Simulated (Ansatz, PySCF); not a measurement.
Gas-phase reaction (SMILES): CO[Si](Cl)(OC)OC [chloro(trimethoxy)silane] + F (HF) -> CO[Si](F)(OC)OC + Cl (HCl); hydrogen fluoride cleaves one Si-Cl bond, a model of a ligand-exchange step.

Structures are relaxed separately at B3LYP-D3(BJ)/def2-TZVP in Ansatz (a program for electronic structure), one conformer each, not searched for the lowest. Valence correlation only, unless marked. Spin-orbit coupling is left out. Non-relativistic. CBS marks a two-point X^-3 extrapolation of the correlation energy; Hartree-Fock from the larger set. The bracket is a focal-point correction in the basis named. Thermal terms are rigid-rotor harmonic-oscillator values from B3LYP-D3(BJ) frequencies (Ansatz or PySCF) at 298.15 K and 1 atm. 1 Eh = 627.5095 kcal/mol.

| species | E, RI-MP2/CBS(aug-cc-pV(T+d)Z,aug-cc-pV(Q+d)Z)+[CCSD(T)-MP2]/aug-cc-pV(T+d)Z (Ansatz) (Eh) | E, wB97M-V/def2-TZVPD (Ansatz) (Eh) | H - E (Eh) |
|---|---|---|---|
| CO[Si](Cl)(OC)OC | -1094.12498 | -1095.28061 | 0.14346 |
| F (HF) | -100.39388 | -100.46200 | 0.01259 |
| CO[Si](F)(OC)OC | -734.15681 | -734.96795 | 0.14425 |
| Cl (HCl) | -460.37874 | -460.79070 | 0.01000 |

Problem. Work out ΔE and ΔH at 298.15 K at the first level, then ΔH at the second.

Solution. 
1. ΔE = [(-734.15681) + (-460.37874)] - [(-1094.12498) + (-100.39388)] = -0.01669 Eh = -10.5 kcal/mol at RI-MP2/CBS(aug-cc-pV(T+d)Z,aug-cc-pV(Q+d)Z)+[CCSD(T)-MP2]/aug-cc-pV(T+d)Z.
2. The terms H - E add up to -0.00180 Eh, so ΔH = (-0.01669 + (-0.00180))×627.5095 = -11.6 kcal/mol.
3. At wB97M-V/def2-TZVPD the same steps give ΔE = -10.1 and ΔH = -11.2 kcal/mol, a shift of +0.4 from the first level.
4. These values are not checked against measurement here, since the tables used lack a sound gas-phase enthalpy of formation for at least one species.
